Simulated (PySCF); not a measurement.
Estimate the missing entries of this data sheet.

Compound: C₇H₇Cl₃.
InChI=1S/C7H7Cl3/c1-2-3-4-5-6-7(8,9)10/h2-6H,1H2/b4-3+,6-5+

Conformer (atom-mapped SMILES and torsion angles): `[CH2:1]=[CH:2]/[CH:3]=[CH:4]/[CH:5]=[CH:6]/[C:7]([Cl:8])([Cl:9])[Cl:10]`: C1–C2–C3–C4 180°, C3–C4–C5–C6 180°, C5–C6–C7–Cl8 -121°.

| property | level | value |
| --- | --- | --- |
| point group of the GFN2-xTB geometry | GFN2-xTB | Cs |
| rotational constants A, B, C of the GFN2-xTB geometry | GFN2-xTB | 1.679, 0.300, 0.298 GHz |
| dipole moment | PBE0/pcSseg-1 | ? |
| HOMO energy | PBE0/pcSseg-1 | ? |
| LUMO energy | PBE0/pcSseg-1 | ? |
| 13C chemical shifts (computed TMS as zero) by class | GIAO PBE0/pcSseg-1 | 149.0 (1 C), 145.0 (1 C), 142.1 (1 C), 139.6 (1 C), 137.4 (1 C), 130.3 (1 C), 119.5 (1 C) ppm |
| 1H chemical shifts (computed TMS as zero) by class | GIAO PBE0/pcSseg-1 | ? |
| isotropic shieldings of nuclei other than C and H, by class | GIAO PBE0/pcSseg-1 | ? |

The electronic properties come from PySCF, for the isolated species, density fitting. The shieldings hold no spin–orbit term; for a carbon that bears several chlorines this term is known to matter. NMR classes are plain means over equivalent atoms (diastereotopic ones count apart unless rotation or inversion swaps them), as if these changed places fast; in this geometry the members of some classes differ.

Problem. Give the LUMO energy.

Solution. -2.13 eV.

Problem. What is the HOMO energy?

Solution. -6.71 eV.

Problem. What are the 1H chemical shifts (computed TMS as zero) by class?

Solution. 6.97 (1 H), 6.74 (1 H), 6.72 (1 H), 6.45 (1 H), 6.17 (1 H), 5.79 (1 H), 5.72 (1 H) ppm.

Problem. The isotropic shieldings of nuclei other than C and H, by class?

Solution. 452 (3 Cl) ppm.

Problem. Give the dipole moment.

Solution. 3.18 D.

With B = h/(8π²I), that is 505.379 GHz u Å² over I, the principal moments of inertia are 301.1, 1687.0 and 1695.5 u Å² (most abundant isotopes). In atomic units the dipole is 1.25 e·bohr (1 au = 2.5417 D). The rotational constants make it an asymmetric top with κ = (2B − A − C)/(A − C) = -1.00, nearer the prolate limit (−1).

For the NMR shielding job (PBE0/pcSseg-1), the run took 85 s wall on an Arm Neoverse N1 with one thread, no GPU (shared host).

One conformer stands for the species.
